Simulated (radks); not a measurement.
Species: P+. Configuration: [Ne] 3s2 3p2. Calculated with a radial shooting solver on a logarithmic mesh with Libxc functionals: non-relativistic Kohn-Sham, TPSS, spin-polarised, spherical densities, point nucleus; open shells are filled with parallel spins first; meta-GGA in the generalised Kohn-Sham scheme. Some entries of the table are withheld. Estimate them.

orbital  occ.  eigenvalue (hartree)  <1/r> (bohr^-1)
1s up       1             -77.03589            14.57
1s down     1             -77.02617            14.57
2s up       1              -6.80707            2.812
2s down     1              -6.79829            2.811
2p up       3                   (1)            2.707
2p down     3                   (2)            2.706
3s up       1              -0.89732           0.7431
3s down     1              -0.80058           0.7403
3p up       2              -0.55656              (3)
3p down     0              -0.46973              (4)
3d up       0              -0.15327           0.3560

Answer. 
(1) 2p up eigenvalue (hartree): -4.98645
(2) 2p down eigenvalue (hartree): -4.97354
(3) 3p up <1/r> (bohr^-1): 0.6340
(4) 3p down <1/r> (bohr^-1): 0.6150
